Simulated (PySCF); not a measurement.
C5H7ClF (doublet state).
Atom-mapped SMILES: `[CH3:1][C@@H:2]1[C@@H:3]([F:4])[CH:5][C@H:6]1[Cl:7]` (hydrogens: H8, H9, H10 on C1; H11 on C2; H12 on C3; H13 on C5; H14 on C6)

Level of theory: PySCF 2.14.0, UKS B3LYP, pcH-1 on C Cl F H, non-relativistic, mean-field spin-orbit, GIAO. Geometry: GFN2-xTB; no solvent, vibrations or thermal averaging. Couplings are sensitive to structure, and on GFN2-xTB geometries they can be far from those on DFT ones. The SCF solution wasn't tested for stability.

Computed for the main isotopes (class means, splittings of 0.05 mT or more): g = 2.0024; F4 19F +155.7 MHz (5.56 mT); H14 1H +85.2 MHz (3.04 mT); H12 1H +80.6 MHz (2.88 mT); H13 1H -60.6 MHz (2.16 mT); Cl7 35Cl +24.0 MHz (0.86 mT); H11 1H -4.8 MHz (0.17 mT); 128 first-order lines, 16.38 mT wide.

Task: What changes when 35Cl at Cl7 is replaced by 37Cl?

Result: At a fixed geometry a is proportional to g_N: 0.45608/0.54792 = 0.8324, so a goes from +24.0 to +20.0 MHz (0.714 mT). Both isotopes have I = 3/2, so the 1:1:1:1 quartet keeps its form. The spectrum then has 128 first-order lines over 15.95 mT.

Task: What changes when 1H at H14 is replaced by 2H?

Result: Only the nuclear moment changes in this model. The ratio of g factors is 0.85744/5.58569 = 0.1535, so a goes from +85.2 to +13.1 MHz (0.467 mT). The spin goes from 1/2 to 1, so the 1:1 doublet becomes a 1:1:1 triplet. The spectrum then has 192 first-order lines over 14.27 mT.

Task: Where do the 13C satellites of C5 appear, and how strong are they?

Result: a = +103.0 MHz, or 3.68 mT in magnitude, and I = 1/2, so to first order each main line has two satellites, at ±1.84 mT. The isotope's abundance is about 1.07 %, shared among 2 lines, so each has 0.54 % of the main line's intensity.

Task: Give position and intensity of the satellites from 13C at C2.

Result: a = +32.3 MHz, or 1.15 mT in magnitude, and I = 1/2, so to first order each main line has two satellites, at ±0.58 mT. The isotope's abundance is about 1.07 %, shared among 2 lines, so each has 0.54 % of the main line's intensity.

Task: Give position and intensity of the satellites from 13C at C3.

Result: a = -15.2 MHz, or 0.54 mT in magnitude, and I = 1/2, so to first order each main line has two satellites, at ±0.27 mT. The isotope's abundance is about 1.07 %, shared among 2 lines, so each has 0.54 % of the main line's intensity.

Main isotope only: 35Cl (natural samples also hold 24 % 37Cl, magnetic too, which adds its own pattern).
